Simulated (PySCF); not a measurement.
Electron correlation in Hf⁵⁴⁺ (hafnium, charge +54)

[Ar], closed-shell 1S. All numbers are calculated (PySCF 2.14, no relativity, point nucleus, in an uncontracted even-tempered set (16 s from 14 bohr⁻², ratio 2.5; 10 p from 18 bohr⁻², ratio 2.5; 4 d from 74 bohr⁻², ratio 2.7; 4 f from 110 bohr⁻², ratio 2.7)). Frozen: 1s2; 16 electrons correlated; the 17 highest virtual orbitals of each spin left out.

```tsv
level	correlation energy (mhartree)
CCSD	-636.78
(T)	-0.82
CCSD(T)	-637.60
```

Diagnostics: T1 = 0.00019, D1 = 0.0004, largest double amplitude 0.013.

Is a single reference adequate?

Yes, within this model without spin-orbit coupling: T1 lies below 0.03 and no double amplitude reaches 0.07.

At this charge a non-relativistic calculation is a model, useful for the Z dependence of the correlation energy.
